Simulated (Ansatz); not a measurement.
Reaction (ligand exchange at a Ge–F bond): `[F][GeH]([Cl])[Br]` + HCl → `[Cl][GeH]([Cl])[Br]` + H–F

Gas-phase electronic energies from Ansatz, PBE0-D4/def2-TZVP geometries. CBS: MP2 limit from def2 TZ/QZ plus the TZ coupled-cluster correction, frozen cores. This one scheme is used for every species. Functionals use def2-TZVPP. HSE06 is defined as in plane-wave codes. For Br, Ge outer-core shells are correlated without core-valence functions, which leaves a few kJ/mol of doubt a bond. Scalar relativity is left out up to krypton.

CCSD(T)/CBS gives -3.1 kcal/mol.

Task: Another level gave -1.8 kcal/mol. Which?
A. BHLYP/def2-TZVPP
B. CAM-B3LYP/def2-TZVPP
C. HSE06-D4/def2-TZVPP
D. PBE/def2-TZVPP

Result: D. PBE -1.8, HSE06-D4 -3.6, BHLYP -0.7, CAM-B3LYP 0.5 kcal/mol.

Largest T1 diagnostic among the species: 0.010.

In def2-TZVPP, CCSD(T) changes the Hartree–Fock value by −1.8 kcal/mol (the triples alone add −0.3 kcal/mol) and MP2 by −3.4 kcal/mol. From PBE to PBE0 (25 % exact exchange), in def2-TZVPP and without D4, ΔE moves by −0.9 kcal/mol.
